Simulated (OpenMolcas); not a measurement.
**Ar III: effect of the IPEA shift**

```
Program             : OpenMolcas 26.06
Basis               : ANO-RCC-VTZP [5s4p2d1f]
Scalar Hamiltonian  : DKH2, point nucleus
Active space        : 6 electrons in 4 orbitals (3s 3p)
State averaging     : 2S+1 = 3 even, 3 roots; 2S+1 = 1 even, 6 roots; 2S+1 = 3 odd, 3 roots; 2S+1 = 1 odd, 3 roots
Spin-orbit coupling : RASSI with atomic mean-field integrals over the reference wave functions, term energies averaged over their components
```

Methods on the same reference wave functions:
A. CASSCF
B. SS-CASPT2, IPEA 0 Eh, imaginary shift 0.1 Eh (closed shells correlated: 2s 2p)
C. SS-CASPT2, IPEA 0.25 Eh, imaginary shift 0.1 Eh (closed shells correlated: 2s 2p)

Energies in cm⁻¹ above 3s² 3p⁴ ³P₂, the measured ground level; measured values from Saloman, J. Phys. Chem. Ref. Data 39, 033101 (2010).

```tsv
Level	A	B	C	Measured
3s² 3p⁴ ³P₂	0.0	0.0	0.0	0.0
3s² 3p⁴ ³P₁	1028	1032	1033	1112
3s² 3p⁴ ³P₀	1463	1472	1472	1570
3s² 3p⁴ ¹D₂	17006	15010	14560	14010
3s² 3p⁴ ¹S₀	31700	34290	33630	33266
3s 3p⁵ ³P°₂	139473	121920	124890	113801
3s 3p⁵ ³P°₁	140464	122910	125880	114797
3s 3p⁵ ³P°₀	140972	123420	126390	115328
3s 3p⁵ ¹P°₁	202762	173850	176360	144022
```

Deviations, from unrounded energies. A percentage is the sum of absolute deviations over the sum of measured energies, with the sign that they share, or ± where signs differ.

```
                        Against measurement  Levels      A      B      C
             mean absolute deviation (cm-1)       8  18000   7000   8300
      fine structure of the ground term (%)       2   -7.1   -6.6   -6.6
other terms of the ground configuration (%)       2   ±9.6   +4.3   +1.9
                   other configurations (%)       4  +27.8  +11.1  +13.4
```

B lies closest to measurement on these levels and A furthest from it. The largest miss of B in the table is 3s 3p⁵ ¹P°₁, by +30000 cm-1. The ranking rests on the paired levels alone, and a cruder setting can come out closer through cancelling errors.

Between B and C the level of the table that moves most is 3s 3p⁵ ³P°₂, by 3000 cm-1 (lowest in B, highest in C). Moves below CASPT2's spread within the term are not significant.

From A to B the spin-free energies of the other terms of 3s² 3p⁴ shown, above ³P, scale by factors of 0.88 to 1.08.

The lowest spin-free term lies below A's lowest term by 0.185 hartree in B, 0.177 hartree in C.

CASPT2 breaks the degeneracy within a term, and the mean is taken; among the terms shown or strongly mixed into the levels shown the widest spread is 170 cm-1 (3s² 3p⁴ ¹D, C). Over all roots computed the reference weight is 0.85 to 0.96 in B, 0.88 to 0.96 in C; the roots of lowest weight are the least certain, and an intruder state may touch them. Terms of s pⁿ other than that of highest spin mix with s² pⁿ⁻² d, which this space lacks; all of them can be thousands of cm-1 off, and some have no real level of that name. Measured partners are found by configuration, term and J. A level has none where our copy of the source lacks it or the pairing is in doubt (some pairs that miss far off the trend of their configuration count as doubtful), and it then counts in no deviation. Levels of configurations outside the active space are missing.

° marks odd parity.
